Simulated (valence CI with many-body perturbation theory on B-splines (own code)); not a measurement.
## Energy levels of Pd⁴⁰⁺

Computed by configuration interaction combined with many-body perturbation theory (CI+MBPT): four valence electrons over a frozen Dirac-Fock core [He], a basis of 11 s, 11 p, 9 d, 7 f, 5 g, 2 h, 1 i functions for each j, with the one-electron correlation potential Σ1 (screened to all orders), the two-electron term Σ2, the three-electron term Σ3, Breit, model QED; selected single and double excitations, second order for the rest (own B-spline code, finite nucleus).

The last digits are not significant, and no measured levels were compared; by estimate large intervals hold to a few tenths of a per cent, small ones and those within an open d or f shell to about a per cent. Among the levels kept, up to 280 cm⁻¹ of a level comes from second order outside the variational space, and about a tenth of that is noise between levels of different J, which matters for small intervals.

Levels 1 to 45 of 110, with energies above the lowest level, (2s^2 2p1/2^2) J=0. "Leading %" is the weight of the configuration and term that name the level; weights of strongly mixed levels are sums over their largest components and can fall short. In the jj column 3d3/2^4 stands for four electrons in 3d with j = 3/2. Lifetimes count E1, E2, E3, M1 and M2 decay at the calculated energies, and are blank where another channel may lead or the interval is too uncertain; long ones can be off by a factor of two.

```csv
No.,Configuration,Term,J,E (× 10³ cm⁻¹),Leading %,Second component,Lifetime,g,Leading jj
1,2s2 2p2,3P,0,0.00,73,26 % 2s2 2p2 1S,,,2s^2 2p1/2^2 (99 %)
2,2s2 2p2,3P,1,1279.9,100,,36.6 ns,1.489,2s^2 2p1/2 2p3/2 (100 %)
3,2s2 2p2,1D,2,1389.4,60,40 % 2s2 2p2 3P,37.7 μs,1.186,2s^2 2p1/2 2p3/2 (99 %)
4,2s 2p3,5S°,2,2456.9,45,39 % 2s 2p3 3P°,125 ps,1.648,2s 2p1/2^2 2p3/2 (94 %)
5,2s2 2p2,3P,2,2748.4,59,40 % 2s2 2p2 1D,18.7 ns,1.287,2s^2 2p3/2^2 (98 %)
6,2s 2p3,3D°,1,2876.9,42,23 % 2s 2p3 3P°,3.66 ps,1.033,2s 2p1/2^2 2p3/2 (96 %)
7,2s2 2p2,1S,0,3012.1,72,27 % 2s2 2p2 3P,13.2 ns,,2s^2 2p3/2^2 (98 %)
8,2s 2p3,3D°,2,3675.5,51,41 % 2s 2p3 5S°,15.7 ps,1.504,2s 2p1/2 2p3/2^2 (94 %)
9,2s 2p3,3D°,3,3905.0,100,,17.4 ps,1.320,2s 2p1/2 2p3/2^2 (100 %)
10,2s 2p3,3P°,0,4142.2,100,,4.27 ps,,2s 2p1/2 2p3/2^2 (100 %)
11,2s 2p3,3D°,1,4231.9,37,35 % 2s 2p3 3S°,2.45 ps,1.279,2s 2p1/2 2p3/2^2 (97 %)
12,2s 2p3,1D°,2,4312.1,68,22 % 2s 2p3 3D°,2.36 ps,1.098,2s 2p1/2 2p3/2^2 (95 %)
13,2s 2p3,3P°,1,4352.2,42,31 % 2s 2p3 1P°,2.34 ps,1.409,2s 2p1/2 2p3/2^2 (96 %)
14,2s 2p3,3P°,2,5452.1,51,25 % 2s 2p3 1D°,4.07 ps,1.365,2s 2p3/2^3 (95 %)
15,2p4,3P,2,5618.4,72,27 % 2p4 1D,2.33 ps,1.350,2p1/2^2 2p3/2^2 (98 %)
16,2s 2p3,1P°,1,5826.5,46,27 % 2s 2p3 3S°,1.53 ps,1.228,2s 2p3/2^3 (96 %)
17,2p4,1S,0,5908.2,56,43 % 2p4 3P,1.83 ps,,2p1/2^2 2p3/2^2 (97 %)
18,2p4,3P,1,6958.9,100,,1.49 ps,1.489,2p1/2 2p3/2^3 (100 %)
19,2p4,1D,2,7077.6,72,27 % 2p4 3P,1.69 ps,1.124,2p1/2 2p3/2^3 (99 %)
20,2p4,3P,0,8571.0,57,42 % 2p4 1S,1.14 ps,,2p3/2^4 (98 %)
21,2s2 2p 3s,3P°,0,28290,99,,40.4 fs,,2s^2 2p1/2 3s (99 %)
22,2s2 2p 3s,3P°,1,28309,68,31 % 2s2 2p 3s 1P°,31.5 fs,1.331,2s^2 2p1/2 3s (99 %)
23,2s2 2p 3p,3D,1,28659,72,23 % 2s2 2p 3p 1P,2.84 ps,0.659,2s^2 2p1/2 3p1/2 (99 %)
24,2s2 2p 3p,3P,0,28847,70,28 % 2s2 2p 3p 1S,723 fs,,2s^2 2p1/2 3p1/2 (98 %)
25,2s2 2p 3p,3P,1,29106,40,27 % 2s2 2p 3p 3S,273 fs,1.533,2s^2 2p1/2 3p3/2 (88 %)
26,2s2 2p 3p,3D,2,29145,57,26 % 2s2 2p 3p 1D,1.76 ps,1.165,2s^2 2p1/2 3p3/2 (98 %)
27,2s 2p2 3s,5P,1,29383,53,21 % 2s 2p2 3s 3S,48.9 fs,2.113,2s 2p1/2^2 3s (83 %)
28,2s2 2p 3d,3F°,2,29458,74,20 % 2s2 2p 3d 1D°,27.9 fs,0.757,2s^2 2p1/2 3d3/2 (99 %)
29,2s 2p2 3s,3P,0,29515,75,24 % 2s 2p2 3s 1S,43.1 fs,,2s 2p1/2^2 3s (94 %)
30,2s2 2p 3d,3D°,1,29579,49,27 % 2s2 2p 3d 1P°,3.16 fs,0.853,2s^2 2p1/2 3d3/2 (92 %)
31,2s2 2p 3d,3P°,2,29630,40,30 % 2s2 2p 3d 3D°,4.82 fs,1.306,2s^2 2p1/2 3d5/2 (85 %)
32,2s2 2p 3d,3F°,3,29658,51,26 % 2s2 2p 3d 1F°,5.57 fs,1.109,2s^2 2p1/2 3d5/2 (99 %)
33,2s2 2p 3s,3P°,2,29730,84,5 % 2s2 2p 3d 3P°,47.5 fs,1.459,2s^2 2p3/2 3s (84 %)
34,2s 2p2 3p,5D°,0,29743,57,39 % 2s 2p2 3p 3P°,371 fs,,2s 2p1/2^2 3p1/2 (94 %)
35,2s2 2p 3s,1P°,1,29745,38,15 % 2s2 2p 3s 3P°,47.7 fs,1.278,2s^2 2p3/2 3s (54 %)
36,2s2 2p 3s,1P°,1,29774,29,16 % 2s 2p2 3p 5D°,32.4 fs,1.332,2s 2p1/2^2 3p1/2 (49 %)
37,2s2 2p 3p,3P,1,30155,52,22 % 2s2 2p 3p 3S,683 fs,1.437,2s^2 2p3/2 3p1/2 (95 %)
38,2s2 2p 3p,3D,2,30177,40,31 % 2s2 2p 3p 1D,1.05 ps,1.191,2s^2 2p3/2 3p1/2 (95 %)
39,2s 2p2 3p,5P°,2,30202,27,24 % 2s 2p2 3p 5D°,273 fs,1.571,2s 2p1/2^2 3p3/2 (92 %)
40,2s 2p2 3p,3D°,1,30238,40,18 % 2s 2p2 3p 1P°,12.3 fs,1.069,2s 2p1/2^2 3p3/2 (93 %)
41,2s 2p2 3s,5P,2,30463,83,5 % 2s 2p2 3s 3P,41.5 fs,1.736,2s 2p1/2 2p3/2 3s (92 %)
42,2s2 2p 3p,3D,3,30476,88,7 % 2s 2p2 3s 3D,607 fs,1.338,2s^2 2p3/2 3p3/2 (88 %)
43,2s2 2p 3p,1P,1,30490,47,40 % 2s2 2p 3p 3S,476 fs,1.381,2s^2 2p3/2 3p3/2 (92 %)
44,2s 2p2 3d,5F,1,30511,49,30 % 2s 2p2 3d 3D,44.3 fs,0.404,2s 2p1/2^2 3d3/2 (93 %)
45,2s 2p2 3d,5F,2,30541,28,20 % 2s 2p2 3d 3D,26.3 fs,1.202,2s 2p1/2^2 3d3/2 (83 %)
```

The ionisation energy to 2s2 2p 2P°_1/2 of the next ion comes out as 6252.6 eV (NIST: 6242 ± 7 eV (semi-empirical)). All 110 levels together are meant to be complete up to 32299 × 10³ cm⁻¹.
